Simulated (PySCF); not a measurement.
## How methods differ on the ionisation energy of Pd³³⁺

Pd³³⁺ [Ne] 3s2 3p1 (2P) → Pd³⁴⁺ [Ne] 3s2 (1S), as a difference of total energies. Computed with PySCF 2.14 in an even-tempered Gaussian basis (18 s from 4.7 bohr⁻², ratio 2.5; 12 p from 6.1 bohr⁻², ratio 2.5; 5 d from 26 bohr⁻², ratio 2.7; 4 f from 38 bohr⁻², ratio 2.7), with scalar relativity by spin-free X2C-1e. Correlated levels: outer shells: 1s2 frozen; virtual orbitals above 40 to 60 times the deepest correlated orbital energy dropped. The calculations carry no spin-orbit coupling.

```tsv
method	ionisation energy (eV)
UHF	2007.7
MP2 (outer shells)	2008.2
SCS-MP2 (outer shells)	2008.0
CCSD (outer shells)	2008.1
CCSD(T) (outer shells)	2008.1
```

A first-order spin-orbit estimate (lowest level to lowest level, LS coupling) adds 25.010 eV.

Breit and QED terms and the two-electron picture change are absent.

For comparison: 2016 ± 9 eV (semi-empirical (NIST evaluation); NIST Atomic Spectra Database, ionization energies).
